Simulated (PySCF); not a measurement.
BrGe, SMILES [Ge][Br] (connectivity only; charge and spin as stated), charge +1, multiplicity 1. Coordinates come from a B3LYP-D3(BJ)/def2-TZVP optimisation. The spin state was assumed, not searched.

Level of theory: B3LYP-D3(BJ)/def2-TZVP (PySCF 2.14.0).

Harmonic wavenumbers (cm⁻¹): 359. Rotational constants (GHz): 2.687 (linear); symmetry number 1.

Q: Work out the zero-point energy and the ideal-gas rigid-rotor harmonic-oscillator thermochemistry at 298.15 K and 1 atm.

A: ZPE = ½ Σ hcν = ½ × 359 cm⁻¹ = 0.51 kcal/mol. H − E(el) = 2.81 kcal/mol. Entropy in cal/(mol K): translation 40.98, rotation 17.38, vibration 1.12, total 59.48. G − E(el) = -14.93 kcal/mol. Cp = 8.51 cal/(mol K).
